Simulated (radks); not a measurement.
Species: Si V. Configuration: [Ne]. Method: scalar-relativistic Kohn-Sham, r2SCAN, spin-unpolarised, spherical densities, finite nucleus; meta-GGA in the generalised Kohn-Sham scheme; Fermi nuclear charge, rms radius 3.1224 fm; computed with a radial shooting solver on a logarithmic mesh with Libxc functionals.

Unscreened Slater integrals over Kohn-Sham orbitals (eV).

| integral | value |
|---|---|
| F0(2p,2p) | 47.161 |
| F2(2p,2p) | 21.702 |
| F0(2p,2s) | 45.162 |
| G1(2p,2s) | 26.987 |
| F0(2p,1s) | 66.349 |
| G1(2p,1s) | 9.0017 |
| F0(2s,2s) | 43.862 |
| F0(2s,1s) | 62.020 |
| G0(2s,1s) | 5.0285 |
| F0(1s,1s) | 230.28 |
